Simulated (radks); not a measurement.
The numbers below are computed, except where a source is named.
Spherical jellium clusters: N electrons in a uniform positive sphere of charge N and radius rs N^(1/3), rs = 4.48 bohr. Level of theory: non-relativistic Kohn-Sham, LDA (Slater exchange, Perdew-Wang correlation), spin-polarised, spherical densities (a radial shooting solver with Libxc functionals). Levels are named by radial order and angular momentum (1s, 1p, 1d, 2s, ...), and open shells are averaged over m.

N = 10, configuration 1s2 1p6 1d(up 2, down 0). This is the lowest configuration that the search found. Occupied and some empty levels:

| level | occupation | eigenvalue (eV) | <r> (bohr) |
|---|---|---|---|
| 1s up | 1 | -4.2318 | 6.340 |
| 1s down | 1 | -4.0677 | 6.195 |
| 1p up | 3 | -3.3553 | 7.513 |
| 1p down | 3 | -3.1494 | 7.480 |
| 1d up | 2 | -2.2526 | 8.520 |
| 1d down | 0 | -2.0380 | 8.574 |
| 2s up | 0 | -1.7412 | 7.867 |
| 2s down | 0 | -1.6352 | 7.990 |
| 1f up | 0 | -1.0279 | 9.672 |
| 1f down | 0 | -0.83166 | 9.858 |
| 2p up | 0 | -0.69923 | 10.88 |
| 2p down | 0 | -0.60591 | 11.20 |

Energy (eV): total -17.6075, kinetic 14.350, external -332.81, Hartree 164.18, exchange-correlation -32.486, background 169.16.
